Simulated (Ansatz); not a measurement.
Basis-set extrapolation for AlClH$_{2}$O$_{2}$Si (PBE0-D4/def2-TZVP geometry, frozen core, Ansatz). Multiplicity 1, RHF reference.

```csv
,def2-TZVPP,def2-QZVPP
HF,-1141.594094,-1141.630779
MP2 correlation,-0.838801,-0.911984
CCSD(T) correlation,-0.900180,not run
```

Energies in hartree. Use E(X) = E(∞) + A·exp(−7.88·√X) for Hartree–Fock and E(X) = E(∞) + B·X^(−2.97) for correlation, with X = 3 and 4, and add CCSD(T) minus MP2 of the smaller set to the MP2 limit.

**Question.** What is the CCSD(T) energy at the basis-set limit?

**Answer.** HF limit: -1141.630779 + (-0.036685) × 0.13774 = -1141.63583. MP2 limit: -0.911984 + (-0.073183) × 0.74074 = -0.96619. Higher-order term: -0.900180 − (-0.838801) = -0.06138. Total: -1142.66340 hartree, 444.0 kJ/mol below CCSD(T)/def2-TZVPP.
